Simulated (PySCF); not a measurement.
C₂H₆NO, SMILES CC(N)=[OH+], charge +1.

Geometry: B3LYP-D3(BJ)/def2-SVP. The isomer is the one that the SMILES or the coordinates give; other isomers of the formula were not compared. One conformer was computed; it need not be the lowest.

Two levels are set side by side: TDDFT-PBE/def2-SVPD (PySCF) and TDDFT-ωB97X/def2-SVPD (PySCF). Vertical, same geometry. The lowest singlet is HOMO−1→LUMO 99 % with PBE and HOMO→LUMO 97 % with the other functional; states are paired by order. Differences are taken from unrounded values.

```
quantity                               TDDFT-ωB97X  TDDFT-PBE  TDDFT-PBE minus TDDFT-ωB97X
-------------------------------------  -----------  ---------  ---------------------------
lowest singlet excitation (eV)                8.20       7.52                        -0.67
lowest triplet excitation (TDA) (eV)          5.80       5.48                        -0.32
first bright state (f over 0.05) (eV)         8.20       7.80                        -0.39
its oscillator strength                       0.29       0.26                        -0.03
```

Functionals without exact exchange tend to place singlet excitations lower, as here. Differences between two approximate levels are no errors against the true value.

Rough cost on one machine, each run with all the roots and properties that it gave: TDDFT-ωB97X against TDDFT-PBE about 4 times.
